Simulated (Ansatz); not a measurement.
Input for Ansatz (a program for electronic structure): R-BHLYP/def2-TZVPPD on BH3 (SMILES B) with ghost functions. Files ending in .json are basis or fitting sets from the Basis Set Exchange.

Ansatz 0.2 input:
```yaml
crystal:
  periodic: [false, false, false]
  atoms:
    - {symbol: B, position_ang: [0.05092971, -0.01422898, 0.50933895]}
    - {symbol: H, position_ang: [0.35862152, 1.07006016, 0.11994969]}
    - {symbol: H, position_ang: [0.91233479, -0.82054991, 0.33790774]}
    - {symbol: H, position_ang: [-1.00059855, -0.37162160, 0.07540596]}
basis:
  gaussian:
    orbitals: def2-TZVPPD.json
    ghost_atoms:
      - {symbol: C, position_ang: [-0.24788773, 0.19073542, 3.04243995]}
      - {symbol: O, position_ang: [-0.11574229, 0.10043540, 1.92127002]}
hamiltonian:
  xc: {name: BHLYP}
scf: {lower_state_search: off}
```

The head of its log:

```
WARN ansatz: RAYON_NUM_THREADS=1 ignored (pool sized by the plan → 1); use --threads N
Functional definition: BHLYP
these checks for a lower state are left out or cut short: stability, starts, cluster_reference, orbital_swaps, neighbouring_geometries, increment
integrals: 0.04 GiB planned
722 factors; their error is unknown
mean field: 0.55 GiB planned
mean field evaluation 1: about -722.7033 eV, gradient 1.2e1 eV
mean field evaluation 2: about -723.1070 eV, gradient 4.2e0 eV
```

Q: Predict the final total energy.

A: -26.5756 hartree.
